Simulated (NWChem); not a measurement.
# Cl$_{2}$Te in NWChem

SMILES: Cl[Te]Cl
```xyz
3

Te     0.0000     0.0000    -0.5985
Cl     1.8101     0.0000     0.9154
Cl    -1.8101     0.0000     0.9154
```
Charge 0, spin multiplicity 1.

Program: NWChem. The geometry was optimised at PBE0/def2-SVP with def2 effective core potentials on Te, a minimum by its harmonic frequencies.

Symmetry labels belong to the abelian group C2v used in the runs, with the axes of the coordinates shown.

Effective core potentials replace the inner electrons of Te; spin-orbit coupling is left out. The structure started from a generated list of species.

**Question.** List the lowest 4 singlet excitations that CIS/def2-SVPD with def2 effective core potentials on Te gives, with oscillator strengths.

**Answer.** 
```
state  symmetry  energy (eV)  wavelength (nm)      f
-----  --------  -----------  ---------------  -----
1            a2         2.77              448  0.000
2            b2         2.96              419  0.000
3            a1         6.25              198  0.032
4            a2         6.46              192  0.000
```
